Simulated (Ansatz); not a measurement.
Born–Oppenheimer molecular dynamics of GeH$_{6}$O (8 atoms, charge 0, multiplicity 1). It starts at the highest image of a converged band. Of that band: Beside the main top the profile has a ripple of under 15 meV (maxima at images 3, 7), which may be a very shallow well or noise. Neighbouring images differ by up to 1.9 eV, so the band resolves the path poorly. A vibrational analysis at the climbing image gives one clearly imaginary mode, 1408i cm⁻¹: a first-order saddle point.

These are results of RKS BLYP-D4/def2-mTZVP in Ansatz 0.2.0, not measurements.

* ensemble: NVE (velocity Verlet)
* time step: 0.5 fs
* steps asked: 200
* starting velocities drawn for: 100 K
* seed: 4909

First frame:

```xyz
8
Properties=species:S:1:pos:R:3
Ge -0.150 -0.010 -0.207
H -0.174 -0.971 1.526
H 1.143 0.717 0.215
H -0.877 0.868 -1.283
H 0.044 -1.407 -0.849
O -1.731 0.446 1.091
H -2.610 0.139 0.773
H -1.111 -0.411 1.620
```

Task: How far do the bonds stretch over the last three quarters of this one trajectory? (Pairs bonded in most of those frames.)

Result: 
```tsv
bond	mean (Å)	spread (Å)	shortest	longest
Ge1–H3	1.549	0.014	1.52	1.57
Ge1–H4	1.565	0.037	1.51	1.64
Ge1–H5	1.559	0.019	1.52	1.59
Ge1–O6	1.855	0.149	1.65	2.08
H2–H8	0.749	0.024	0.71	0.78
O6–H7	0.978	0.006	0.97	0.99
```

Mean temperature of the second half: 2038 K. The conserved energy stayed within 0.13 meV per atom of its start (net change -0.046 meV per atom), so the integration is sound. The kinetic energy rose, since the run started high on the potential surface and went downhill. It ends in pieces (GeH4O + H2), so much of that is their flight and rotation, not heat. A run of 0.1 ps of so small a system gives no equilibrium averages. The orbitals stay closed-shell, which can raise the energy where a bond breaks towards radicals; this wasn't checked here.

Time of the run: 5.6 min on 1 thread of Arm Neoverse V1, on a shared host, peak memory 0.14 GiB.
